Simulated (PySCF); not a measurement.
Field gradients from PBE0/pcSseg-1 densities (PySCF, non-relativistic) at GFN2-xTB geometries, isolated species, one conformer each; χzz is the principal value of largest magnitude, with Q(14N) = 0.02044 b, Q(17O) = −0.0256 b. GFN2-xTB bond lengths can be off by several hundredths of an ångström, more for odd bonds, and the gradients follow them. These gradients aren't converged with respect to the basis.

Problem. These 14N couplings (χzz in MHz, η) are listed in rising order: (-5.618, 0.03); (-4.979, 0.36); (-4.742, 0.12); (-3.720, 0.45); (-2.351, 0.86). Assign them to: the silicon-bound nitrogen of `C[C@H](N[SiH3])[SiH2]P`; the cyano nitrogen of `CC[Si@@H]1CC[Si@H](C#N)O1`; N10 (three-coordinate ring nitrogen) in `[CH2:1]=[CH:2][c:3]1[cH:4][n:5]([CH:6]2[CH2:7][CH2:8]2)[n:9][n+:10]1[CH3:11]`; the nitrile nitrogen of `C=C[SiH2]C[C@@H](C#N)O[SiH3]`; the nitrogen bridging silicon atoms of `C[SiH2]N[Si@H](C)P`.

Solution. -5.618 MHz, η 0.03: the cyano nitrogen of `CC[Si@@H]1CC[Si@H](C#N)O1`; -4.979 MHz, η 0.36: the silicon-bound nitrogen of `C[C@H](N[SiH3])[SiH2]P`; -4.742 MHz, η 0.12: the nitrile nitrogen of `C=C[SiH2]C[C@@H](C#N)O[SiH3]`; -3.720 MHz, η 0.45: the nitrogen bridging silicon atoms of `C[SiH2]N[Si@H](C)P`; -2.351 MHz, η 0.86: N10 (three-coordinate ring nitrogen) in `[CH2:1]=[CH:2][c:3]1[cH:4][n:5]([CH:6]2[CH2:7][CH2:8]2)[n:9][n+:10]1[CH3:11]`.

Problem. Rank these 17O sites by the size of the quadrupole coupling, smallest first.
A. The epoxide oxygen of `Cl[C@@H]1CC[C@@H]([C@H]2CO2)C1`
B. The siloxane oxygen of `CC[Si@@H]1CC[Si@H](C#N)O1`
C. The silyl ether oxygen of `C=C[SiH2]C[C@@H](C#N)O[SiH3]`

Solution. B (5.448 MHz), C (10.87 MHz), A (13.43 MHz).

All sites together:

```tsv
nucleus	site	Vzz (au)	η	χzz (MHz)
14N	the silicon-bound nitrogen of C[C@H](N[SiH3])[SiH2]P	-1.037	0.36	-4.979
14N	the cyano nitrogen of CC[Si@@H]1CC[Si@H](C#N)O1	-1.170	0.03	-5.618
14N	N10 (three-coordinate ring nitrogen) in [CH2:1]=[CH:2][c:3]1[cH:4][n:5]([CH:6]2[CH2:7][CH2:8]2)[n:9][n+:10]1[CH3:11]	-0.490	0.86	-2.351
14N	the nitrile nitrogen of C=C[SiH2]C[C@@H](C#N)O[SiH3]	-0.987	0.12	-4.742
14N	the nitrogen bridging silicon atoms of C[SiH2]N[Si@H](C)P	-0.775	0.45	-3.720
17O	the epoxide oxygen of Cl[C@@H]1CC[C@@H]([C@H]2CO2)C1	-2.232	0.07	13.43
17O	the silyl ether oxygen of C=C[SiH2]C[C@@H](C#N)O[SiH3]	1.807	0.37	-10.87
17O	the siloxane oxygen of CC[Si@@H]1CC[Si@H](C#N)O1	0.906	0.22	-5.448
```
